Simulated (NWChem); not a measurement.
Correlation energy of Tl

```
Tl
```
Charge 0, spin multiplicity 2.

All runs are NWChem calculations.

Basis set: def2-TZVP. Each correlation energy counts from its own Hartree-Fock reference.

Effective core potentials replace the inner electrons of Tl; spin-orbit coupling is left out. The correlated methods keep 4 core orbitals frozen. The stability of the SCF solutions was not checked. Open-shell Hartree-Fock references start from PBE0 orbitals. Coupled-cluster values serve here as a point of comparison, not as the truth.

### Question
Order these methods by the correlation energy they give, lowest first: UMP2, SCS-UMP2, CCSD[T] on ROHF, CCSD on UHF, CCSD(T) on UHF.

### Answer
UMP2 (-344.5 mHa), CCSD[T] on ROHF (-330.6 mHa), CCSD(T) on UHF (-327.6 mHa), CCSD on UHF (-321.4 mHa), SCS-UMP2 (-307.2 mHa)
